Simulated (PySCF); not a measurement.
# Polarisability and C₆ of Ti²⁺ (titanium, charge +2)

[Ar] 3d2, high-spin 3F determinant. All numbers are calculated (PySCF 2.14, the non-relativistic Hamiltonian (point nucleus), in dyall-av2z). Coupled (time-dependent) response in atomic units; α is the mean over directions. A double-zeta set is small for polarisabilities.

```json
{"method": "UHF", "mean α (bohr³)": "4.156", "C₆ (like pair)": "12.59", "S(−4)": "11.05"}
{"method": "PBE", "mean α (bohr³)": "5.115", "C₆ (like pair)": "15.22", "S(−4)": "24.51"}
{"method": "PBE0", "mean α (bohr³)": "4.732", "C₆ (like pair)": "14.17", "S(−4)": "18.36"}
```

S(−4) is the Cauchy moment in α(ω) = α(0) + S(−4) ω² + …

α(iu) at PBE:

```tsv
u (hartree)	α(iu) (bohr³)
0	5.115
0.0500	5.055
0.100	4.892
0.200	4.411
0.300	3.923
0.500	3.176
0.750	2.543
1.00	2.087
1.50	1.466
2.00	1.074
3.00	0.6385
5.00	0.2980
```

A single London oscillator, α(iu) = α/(1 + u²/ω²), gives C₆ = (3/4) ω α². Matching the computed C₆ needs ω = 4 × 15.22 / (3 × 5.115²) = 0.776 hartree.

For an ion, C₆ is the dispersion term alone; charge-induced terms of lower order in 1/R come first.
